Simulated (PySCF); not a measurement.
An unknown is described by computed data only.

Formula: C5H7F3OS.

| Property | Result |
| --- | --- |
| Triplet | lowest triplet excitation (Tamm–Dancoff): 4.10 eV [TDA wB97X-D/def2-SVPD] |
| Valence photoelectron | vertical ionisation energy: 9.14 eV [ΔSCF wB97X-D/def2-SVPD] |
| 1H NMR | chemical shifts (computed TMS as zero) by class: 6.41 (1 H), 6.17 (1 H), 4.39 (1 H), 2.39 (1 H), 2.35 (3 H) ppm [GIAO HF/pcSseg-1] |
| Rotational structure | rotational constants A, B, C: 1.892, 0.733, 0.680 GHz [PBE0-D3(BJ)/def2-SVP] |
| Polarisability | 86.8 au [wB97X-D/def2-SVPD] |
| UV, first state | lowest singlet excitation: 5.07 eV (245 nm, f = 0.022) [TDDFT wB97X-D/def2-SVPD] |
| NMR, other nuclei | isotropic shieldings of nuclei other than C and H, by class: 313 (1 O), 297 (3 F), 268 (1 S) ppm [GIAO HF/pcSseg-1] |
| 13C NMR | chemical shifts (computed TMS as zero) by class: 151.8 (1 C), 134.7 (1 C), 113.3 (1 C), 40.0 (1 C), 23.7 (1 C) ppm [GIAO HF/pcSseg-1] |
| Dipole | 3.37 D [wB97X-D/def2-SVPD] |
| UV, strongest line | among the 10 lowest singlet transitions: S6 at 7.14 eV (174 nm, f = 0.169) [TDDFT wB97X-D/def2-SVPD] |

Electronic properties: PySCF, gas phase, density fitting. Levels stand in brackets. The structure is a single PBE0-D3(BJ)/def2-SVP conformer in the gas phase; no vibrational or solvent corrections. NMR values are class means; diastereotopic atoms form classes of their own.

Question: Propose a structure and show how it fits.

Answer: Numbering: `[CH2:1]=[C:2]([CH2:3][C:4]([F:5])([F:6])[F:7])[S@@:8]([CH3:9])=[O:10]`. 5 carbons fall into 5 classes; from least to most shielded: fully substituted alkene carbon [C2] (151.8 ppm), terminal =CH2 carbon [C1] (134.7 ppm), CF3 carbon [C4] (113.3 ppm), S-methyl carbon [C9] (40.0 ppm), allylic carbon [C3] (23.7 ppm). Hydrogen classes from least to most shielded: 1 H on a terminal =CH2 carbon, C1 (6.41 ppm), 1 H on a terminal =CH2 carbon, C1 (6.17 ppm), 1 H on an allylic carbon, C3 (4.39 ppm), 1 H on an allylic carbon, C3 (2.39 ppm), 3 H on an S-methyl carbon, C9 (2.35 ppm, a mean of values up to 1.6 ppm apart in this geometry). The other shieldings belong to: 313 ppm, sulfinyl oxygen [O10]; 297 ppm, fluorine of a CF3 group [F5/F6/F7]; 268 ppm, sulfinyl sulfur [S8]. The first electron is taken from the HOMO, whose largest Löwdin shares are 0.48 on the sulfinyl oxygen, 0.28 on the sulfinyl sulfur, 0.08 on the S-methyl carbon and 0.07 on the fully substituted alkene carbon. The optimised geometry has point group C1 and is an asymmetric top. Structure: `C=C(CC(F)(F)F)[S@@](C)=O`. The assignments are read from this structure; whether some other isomer fits the data as well wasn't checked. The mirror image fits equally.

Conformer computed: `[CH2:1]=[C:2]([CH2:3][C:4]([F:5])([F:6])[F:7])[S@@:8]([CH3:9])=[O:10]`: C1–C2–C3–C4 -68°, C2–C3–C4–F5 -59°, C1–C2–S8–C9 95°.
